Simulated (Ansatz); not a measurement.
CuCl₂, relaxed as a doublet with UKS r2SCAN-D4/def2-TZVP in Ansatz, starting from the GFN2-xTB geometry. Force threshold 0.02 eV/Å.

Start:

```xyz
3

Cu   -0.0002    0.0001    0.0003
Cl    1.1385   -1.5048   -0.7612
Cl   -1.1383    1.5046    0.7609
```

```csv
step,energy (eV),largest force component (eV/Å),SCF passes
1,-69686.9820,0.398,17
2,-69686.9911,0.036,26
3,-69686.9912,0.003,17
```

Force components are those of the run's own axes.

End:

```xyz
3

Cu    0.0000    0.0000    0.0000
Cl    1.1518   -1.5224   -0.7700
Cl   -1.1518    1.5224    0.7700
```

By distances, no bond broke or formed. The bond that changes most is Cu1–Cl3, from 2.03 to 2.06 Å (atoms count from 1).

No frequencies were taken in this run, so the end may be a saddle point.

Run time 8.5 s (4 threads of Arm Neoverse V1 on a shared host).
